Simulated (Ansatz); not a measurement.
Ansatz (a first-principles code) input (HF/cc-pVTZ): A basis named .json is the Basis Set Exchange file of that set (core-valence sets with the plain set on hydrogen).

Ansatz 0.2 input:
```yaml
crystal:
  periodic: [false, false, false]
  atoms:
    - {symbol: H, position_ang: [0.00000000, 0.00000000, 0.00000000]}
basis:
  gaussian:
    orbitals: cc-pVTZ
    fitting: {mean_field: def2-SV_P_-JKFIT.json}
hamiltonian:
  xc: {name: HF}
magnetization: {spin_polarized: true, initial_magnetization: 1}
scf: {lower_state_search: full}
```

Output:

```
Functional definition: HF
integrals: 0.00 GiB planned
18 factors; integrals over basis functions are off by at most 1.7e0 eV
mean field: 0.03 GiB planned
mean field evaluation 1: about -13.5528 eV, gradient 1.7e0 eV
mean field evaluation 2: about -13.5933 eV, gradient 6.6e-1 eV
mean field evaluation 4: about -13.6005 eV, gradient 1.0e-5 eV
mean field evaluation 8: about -13.5933 eV, gradient 6.6e-1 eV
mean field evaluation 16: about -13.6005 eV, gradient 4.8e-5 eV
mean field -13.60051782 eV, -0.4998098113 hartree, gradient 1.0e-5 eV, S^2 0.750000; 2 other end points of the search recorded, 0 dependent functions left out
reference -13.60051782 eV, -0.4998098113 hartree; 1, 0 occupied and 13, 14 virtual orbitals, 18 factors
Total energy: -13.60051782 eV, -0.4998098113 hartree
```
